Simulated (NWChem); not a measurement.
Correlation energy of thiourea (CH4N2S)

```xyz
8

N     -1.0965    -0.3517    -1.0488
C      0.0000     0.0000    -0.3153
N      1.0965     0.3517    -1.0488
S      0.0000     0.0000     1.3534
H     -1.1896    -0.0545    -2.0146
H     -1.9524    -0.4855    -0.5252
H      1.1896     0.0545    -2.0146
H      1.9524     0.4855    -0.5252
```
Charge 0, spin multiplicity 1.

The numbers come from NWChem runs, not from measurements. Structure: optimised with B3LYP/def2-SVP, a minimum by its harmonic frequencies. It is one conformer; others weren't searched.

Basis set: 6-311G**. Each correlation energy counts from its own Hartree-Fock reference.

```csv
method,correlation energy (mHa)
CR-CCSD(T),-671.3
CR-CCSD[T],-672.3
MP2,-623.3
SCS-MP2,-607.4
CCSD,-652.8
```

The values span 64.9 mHa, from CR-CCSD[T] (lowest) to SCS-MP2 (highest). 

The correlated methods keep 8 core orbitals frozen. The Pople sets run with spherical d functions. No row is a measurement; the coupled-cluster row has its own basis-set and correlation limits.
